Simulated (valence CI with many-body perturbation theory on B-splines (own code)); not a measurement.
## Gd XLII: calculated level list

Method: configuration interaction combined with many-body perturbation theory (CI+MBPT): five valence electrons over a frozen Dirac-Fock core [Ar], a basis of 7 s, 7 p, 8 d, 6 f, 4 g, 1 h functions for each j, with the one-electron correlation potential Σ1, the two-electron term Σ2, the three-electron term Σ3, Breit, model QED; selected CI, second order for the rest (own B-spline code, finite nucleus).

No measured spectrum was set against this ion. As an estimate, large intervals hold to a few tenths of a per cent, small ones and those within an open d or f shell to about a per cent. Only levels of the ground parity were solved; by the run's estimate the other parity begins above the list, which can be wrong where configurations are misplaced.

Levels 1 to 37 of 37, with energies above the lowest level, (3d3/2^4 3d5/2) J=5/2. "Leading %" is the weight of the configuration and term that name the level; weights of strongly mixed levels are sums over their largest components and can fall short. In the jj column 3d3/2^4 stands for four electrons in 3d with j = 3/2. Lifetimes count E1, E2, E3, M1 and M2 decay at the calculated energies, and are blank where another channel may lead or the interval is too uncertain; long ones can be off by a factor of two.

| No. | Configuration | Term | J | E (cm⁻¹) | Leading % | Leading jj | g | Lifetime |
| --- | --- | --- | --- | --- | --- | --- | --- | --- |
| 1 | 3d5 | 4P | 5/2 | 0 | 29 | 3d3/2^4 3d5/2 (90 %) | 1.396 |  |
| 2 | 3d5 | 6S | 5/2 | 204430 | 39 | 3d3/2^3 3d5/2^2 (83 %) | 1.321 | 3.11 μs |
| 3 | 3d5 | 4G | 7/2 | 286450 | 37 | 3d3/2^3 3d5/2^2 (98 %) | 1.152 | 5.77 μs |
| 4 | 3d5 | 4D | 3/2 | 295550 | 40 | 3d3/2^3 3d5/2^2 (97 %) | 1.206 | 2.12 μs |
| 5 | 3d5 | 2H | 11/2 | 297300 | 40 | 3d3/2^3 3d5/2^2 (97 %) | 1.119 |  |
| 6 | 3d5 | 4G | 9/2 | 328570 | 36 | 3d3/2^3 3d5/2^2 (94 %) | 1.141 | 827 μs |
| 7 | 3d5 | 4D | 5/2 | 346940 | 34 | 3d3/2^3 3d5/2^2 (88 %) | 1.143 | 23.9 μs |
| 8 | 3d5 | 4P | 1/2 | 361000 | 50 | 3d3/2^3 3d5/2^2 (84 %) | 1.848 | 126 μs |
| 9 | 3d5 | 2F | 7/2 | 383310 | 38 | 3d3/2^3 3d5/2^2 (95 %) | 1.093 | 49.4 μs |
| 10 | 3d5 | 2D | 3/2 | 472190 | 56 | 3d3/2^3 3d5/2^2 (78 %) | 0.793 | 13.0 μs |
| 11 | 3d5 | 2D | 5/2 | 487570 | 31 | 3d3/2^2 3d5/2^3 (82 %) | 1.255 | 1.21 μs |
| 12 | 3d5 | 4D | 7/2 | 537710 | 52 | 3d3/2^2 3d5/2^3 (98 %) | 1.212 | 2.37 μs |
| 13 | 3d5 | 2I | 11/2 | 543800 | 52 | 3d3/2^2 3d5/2^3 (98 %) | 1.079 | 3.44 μs |
| 14 | 3d5 | 4G | 9/2 | 557790 | 56 | 3d3/2^2 3d5/2^3 (94 %) | 1.142 | 3.51 μs |
| 15 | 3d5 | 2I | 13/2 | 578760 | 100 | 3d3/2^2 3d5/2^3 (100 %) | 1.069 | 17.3 μs |
| 16 | 3d5 | 4D | 1/2 | 579710 | 76 | 3d3/2^2 3d5/2^3 (96 %) | 0.527 | 1.91 μs |
| 17 | 3d5 | 4P | 3/2 | 589290 | 52 | 3d3/2^2 3d5/2^3 (95 %) | 1.180 | 1.16 μs |
| 18 | 3d5 | 2F | 5/2 | 601120 | 42 | 3d3/2^2 3d5/2^3 (94 %) | 1.019 | 2.19 μs |
| 19 | 3d5 | 2H | 9/2 | 636760 | 53 | 3d3/2^2 3d5/2^3 (100 %) | 1.100 | 1.67 μs |
| 20 | 3d5 | 2G | 7/2 | 653180 | 61 | 3d3/2^2 3d5/2^3 (99 %) | 0.984 | 6.07 μs |
| 21 | 3d5 | 4F | 5/2 | 664490 | 61 | 3d3/2^2 3d5/2^3 (96 %) | 1.041 | 1.66 μs |
| 22 | 3d5 | 2D | 3/2 | 677910 | 88 | 3d3/2^2 3d5/2^3 (77 %) | 0.828 | 4.26 μs |
| 23 | 3d5 | 2G | 7/2 | 707520 | 43 | 3d3/2^2 3d5/2^3 (91 %) | 1.041 | 2.86 μs |
| 24 | 3d5 | 4P | 1/2 | 709330 | 34 | 3d3/2^2 3d5/2^3 (73 %) | 1.804 | 1.88 μs |
| 25 | 3d5 | 2G | 9/2 | 763620 | 73 | 3d3/2^2 3d5/2^3 (92 %) | 1.105 | 4.73 μs |
| 26 | 3d5 | 4P | 5/2 | 812980 | 34 | 3d3/2 3d5/2^4 (89 %) | 1.243 | 720 ns |
| 27 | 3d5 | 2P | 3/2 | 870420 | 68 | 3d3/2^2 3d5/2^3 (92 %) | 1.165 | 4.04 μs |
| 28 | 3d5 | 4F | 7/2 | 873180 | 31 | 3d3/2 3d5/2^4 (98 %) | 1.186 | 1.03 μs |
| 29 | 3d5 | 2D | 5/2 | 880210 | 68 | 3d3/2^2 3d5/2^3 (74 %) | 1.134 | 1.86 μs |
| 30 | 3d5 | 2H | 11/2 | 886140 | 58 | 3d3/2 3d5/2^4 (99 %) | 1.065 | 1.25 μs |
| 31 | 3d5 | 2D | 3/2 | 898790 | 29 | 3d3/2 3d5/2^4 (91 %) | 0.960 | 820 ns |
| 32 | 3d5 | 2G | 9/2 | 939780 | 63 | 3d3/2 3d5/2^4 (91 %) | 1.110 | 1.49 μs |
| 33 | 3d5 | 2D | 5/2 | 970100 | 68 | 3d3/2 3d5/2^4 (73 %) | 1.111 | 1.35 μs |
| 34 | 3d5 | 2G | 7/2 | 990400 | 59 | 3d3/2 3d5/2^4 (94 %) | 0.991 | 1.46 μs |
| 35 | 3d5 | 2P | 1/2 | 1054500 | 62 | 3d3/2 3d5/2^4 (84 %) | 1.126 | 1.35 μs |
| 36 | 3d5 | 2D | 3/2 | 1151500 | 75 | 3d3/2 3d5/2^4 (91 %) | 0.878 | 945 ns |
| 37 | 3d5 | 2D | 5/2 | 1214700 | 48 | 3d5/2^5 (88 %) | 1.147 | 557 ns |

The ionisation energy to 3d4 3P_0 of the next ion comes out as 3159.9 eV (NIST: 3160 ± 4 eV (theoretical)). All 37 levels together are meant to be complete up to 1263400 cm⁻¹.
